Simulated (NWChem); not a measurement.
System: 1,3,5-triazine (C3H3N3); SMILES n1cncnc1

The following NWChem deck was run.

```
start job
memory heap 200 mb stack 900 mb global 1100 mb
geometry units angstroms noautoz
  C     -0.381641    -1.232895     0.000000
  N     -1.331017    -0.302408     0.000000
  C     -0.876898     0.946958     0.000000
  N      0.403615     1.303899     0.000000
  C      1.258539     0.285937     0.000000
  N      0.927402    -1.001491     0.000000
  H     -0.705802    -2.281271     0.000000
  H     -1.622738     1.751878     0.000000
  H      2.328540     0.529393     0.000000
end
basis spherical
  * library 3-21g
end
dft
  xc b3lyp
  iterations 150
  mulliken
end
task dft energy
```

Output (shortened):

```
             Northwest Computational Chemistry Package (NWChem) 7.3.0
             --------------------------------------------------------

 D3H symmetry detected

                             Geometry "geometry" -> ""
                             -------------------------

 Output coordinates in angstroms (scale by  1.889725989 to convert to a.u.)

  No.       Tag          Charge          X              Y              Z
 ---- ---------------- ---------- -------------- -------------- --------------
    1 C                    6.0000     0.91260067     0.91260067     0.00000000
    2 N                    7.0000     1.31842957    -0.35327214     0.00000000
    3 C                    6.0000     0.33403503    -1.24663570     0.00000000
    4 N                    7.0000    -0.96515743    -0.96515743     0.00000000
    5 C                    6.0000    -1.24663570     0.33403503     0.00000000
    6 N                    7.0000    -0.35327214     1.31842957     0.00000000
    7 H                    1.0000     1.68854297     1.68854297     0.00000000
    8 H                    1.0000     0.61804962    -2.30659259     0.00000000
    9 H                    1.0000    -2.30659259     0.61804962     0.00000000

 Effective nuclear repulsion energy (a.u.)     212.5225086392

      Symmetry information
      --------------------

 Group name             D3h
 Group number             27
 Group order              12
 No. of unique centers     3

                                 NWChem DFT Module
                                 -----------------

 Summary of "ao basis" -> "ao basis" (spherical)
 ------------------------------------------------------------------------------
       Tag                 Description            Shells   Functions and Types
 ---------------- ------------------------------  ------  ---------------------
 C                           3-21g                   5        9   3s2p
 N                           3-21g                   5        9   3s2p
 H                           3-21g                   2        2   2s

      Symmetry analysis of basis
      --------------------------

        a1'        12
        a1"         0
        a2'         4
        a2"         4
        e'         32
        e"          8

  Rotation of axis

            General Information
            -------------------
          SCF calculation type: DFT
          Wavefunction type:  closed shell.
          No. of atoms     :     9
          No. of electrons :    42
           Alpha electrons :    21
            Beta electrons :    21
          Charge           :     0
          Spin multiplicity:     1
          Use of symmetry is: on ; symmetry adaption is: on
          Maximum number of iterations: 150
          AO basis - number of functions:    60
                     number of shells:    36
          Convergence on energy requested:  1.00D-06
          Convergence on density requested:  1.00D-05
          Convergence on gradient requested:  5.00D-04

              XC Information
              --------------
                         B3LYP Method XC Potential
                     Hartree-Fock (Exact) Exchange  0.200
                        Slater Exchange Functional  0.800 local
                    Becke 1988 Exchange Functional  0.720 non-local
              Lee-Yang-Parr Correlation Functional  0.810
                  VWN I RPA Correlation Functional  0.190 local

             Grid Information
             ----------------
          Grid used for XC integration:  medium
          Radial quadrature: Mura-Knowles
          Angular quadrature: Lebedev.
          Tag              B.-S. Rad. Rad. Pts. Rad. Cut. Ang. Pts.
          ---              ---------- --------- --------- ---------
          C                   0.70       49           8.0       434
          N                   0.65       49          10.0       434
          H                   0.35       45          10.0       434
          Grid pruning is: on
          Number of quadrature shells:   143
          Spatial weights used:  Erf1

      Superposition of Atomic Density Guess
      -------------------------------------

 Sum of atomic energies:        -275.91996799

      Non-variational initial energy
      ------------------------------

 Total energy =    -279.603844
 1-e energy   =    -795.041565
 2-e energy   =     302.915213
 HOMO         =      -0.283343
 LUMO         =       0.006216

      Symmetry analysis of molecular orbitals - initial
      -------------------------------------------------

  Numbering of irreducible representations:

     1 a1'         2 a1"         3 a2'         4 a2"         5 e'
     6 e"

  Orbital symmetries:

     1 a1'         2 e'          3 e'          4 a1'         5 e'
     6 e'          7 a1'         8 e'          9 e'         10 e'
    11 e'         12 a1'        13 a2'        14 a2"        15 a1'
    16 e'         17 e'         18 e"         19 e"         20 e'
    21 e'         22 e"         23 e"         24 a2"        25 a1'
    26 e'         27 e'         28 e'         29 e'         30 a1'
    31 e'

     ---------------------------------------------
      Total Density - Mulliken Population Analysis
     ---------------------------------------------

    Atom       Charge   Shell Charges
 -----------   ------   -------------------------------------------------------
    1 C    6     5.39   1.99  0.43  1.30  0.71  0.96
    2 N    7     7.82   1.99  0.41  1.86  1.39  2.17
    3 C    6     5.39   1.99  0.43  1.30  0.71  0.96
    4 N    7     7.82   1.99  0.41  1.86  1.39  2.17
    5 C    6     5.39   1.99  0.43  1.30  0.71  0.96
    6 N    7     7.82   1.99  0.41  1.86  1.39  2.17
    7 H    1     0.79   0.43  0.36
    8 H    1     0.79   0.43  0.36
    9 H    1     0.79   0.43  0.36

[...]
```

Level: B3LYP/3-21G. All runs use the structure optimised with PBE0/def2-SVP. B3LYP is NWChem's, with the RPA form of VWN correlation.
